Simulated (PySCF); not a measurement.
A structure optimised at PBE-D3(BJ)/def2-SVP, used in a PySCF frequency run:

```xyz
9

O     -0.6201     1.3807    -1.4910
Sn    -0.2094     0.0305    -0.0761
O     -1.5596     0.4860     1.3355
O     -0.4388    -1.7722    -0.9134
S      2.0483    -0.0905     0.7963
H     -1.1274     2.1063    -1.0739
H     -1.3138     0.0335     2.1669
H     -1.1228    -1.7035    -1.6096
H      2.2103    -1.2710     0.1299
```

Task: Write its SMILES and formula.

Result: [OH][Sn]([OH])([OH])[SH], H4O3SSn

Task: What are its rotational constants (standard atomic weights)?

Result: 2.8028, 1.6946, 1.5923 GHz
